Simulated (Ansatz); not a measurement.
Correlation energies of BrF3Zr (`[F][Zr]([F])([F])[Br]`) by basis set

Z-matrix (Å, degrees):
```
Zr
F 1 1.886
F 1 1.886 2 108.9
Br 1 2.497 2 110.0 3 120.7
F 1 1.886 2 108.9 3 -118.7
```

Total charge 0; spin multiplicity 1. Correlated methods include outer-core shells of Br, Zr, which these sets cover unevenly. Scalar relativity is left out up to krypton. Zr takes the def2 core potential. Geometry: relaxed with PBE0-D4/def2-TZVP. Frozen core, restricted reference, Ansatz 0.2.0.

```
     basis      HF (Eh)  MP2 corr.  CCSD corr.       (T)  CCSD(T) total
  def2-SVP  -2917.03942   -1.03474    -1.03060  -0.02590    -2918.09592
def2-TZVPP  -2917.75033   -1.36873    -1.36164  -0.04939    -2919.16136
def2-QZVPP  -2917.81846   -1.81114           –         –              –
```
